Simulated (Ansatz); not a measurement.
Consider the redistribution: `Cl[SiH2][O][GeH3]` + `NC[SiH](O)O` → `N[SiH2][O][GeH3]` + `O[SiH](O)CCl`.

Calculated with Ansatz (gas phase, PBE0-D4/def2-TZVP geometries, no zero-point term in ΔE). CBS: MP2 limit from def2 TZ/QZ plus the TZ coupled-cluster correction, frozen cores. Functionals use def2-TZVPP. B3LYP here is the variant with VWN-RPA as its local correlation; programs differ in this. For Ge outer-core shells are correlated without core-valence functions, which leaves a few kJ/mol of doubt a bond. Scalar relativity is left out up to krypton. Each species was taken in one conformer, which may not be the lowest.

`Cl[SiH2][O][GeH3]`:

Z-matrix (Å, degrees):
```
Si
O 1 1.616
Cl 1 2.062 2 110.4
H 1 1.477 2 109.0 3 118.2
H 1 1.481 2 111.6 3 -117.7
Ge 2 1.786 1 134.9 3 41.8
H 6 1.533 2 107.8 1 -77.7
H 6 1.532 2 104.8 1 162.7
H 6 1.536 2 108.2 1 43.2
```

`NC[SiH](O)O`:

```xyz
12

N    -0.099   -1.305    1.085
C    -0.669   -0.635   -0.091
Si    0.546    0.687   -0.663
O    -0.150    1.867   -1.562
O     1.167    1.289    0.733
H     0.669   -1.909    0.816
H    -0.783   -1.896    1.541
H    -0.976   -1.312   -0.901
H    -1.574   -0.105    0.227
H     1.599    0.130   -1.547
H    -0.698    2.504   -1.100
H     0.967    0.685    1.462
```

`N[SiH2][O][GeH3]`:

```xyz
11

N    -0.738   -0.668   -2.197
Si   -0.167    0.350   -0.955
O     0.036   -0.407    0.483
Ge    0.573    0.090    2.097
H    -1.696   -0.979   -2.207
H    -0.130   -1.348   -2.624
H     1.145    0.892   -1.398
H    -1.165    1.439   -0.783
H     0.504   -1.174    2.964
H     2.013    0.624    1.998
H    -0.375    1.182    2.621
```

`O[SiH](O)CCl`:

Cartesian coordinates in Å:
```
O -0.318 -1.624 0.608
Si -0.690 -0.112 0.094
O -1.268 0.723 1.374
C 0.864 0.684 -0.602
Cl 1.493 -0.400 -1.885
H 0.251 -2.142 0.035
H -1.741 -0.089 -0.946
H -0.918 0.508 2.240
H 1.653 0.797 0.143
H 0.675 1.656 -1.060
```

```tsv
level	ΔE (kJ/mol)	difference from CCSD(T)/CBS
r2SCAN-D4	29.8	2.0
B3LYP-D4	29.0	1.2
ωB97X-V	31.8	4.0
ωB97M-V	30.7	2.9
B2PLYP	27.5	-0.3
PBE	31.8	4.0
PBE0	32.5	4.7
HF/def2-TZVPP	26.5	-1.3
MP2/def2-TZVPP	29.5	1.7
CCSD(T)/def2-TZVPP	29.2	1.4
CCSD(T)/CBS	27.8	0
```

Largest T1 diagnostic among the species: 0.012.
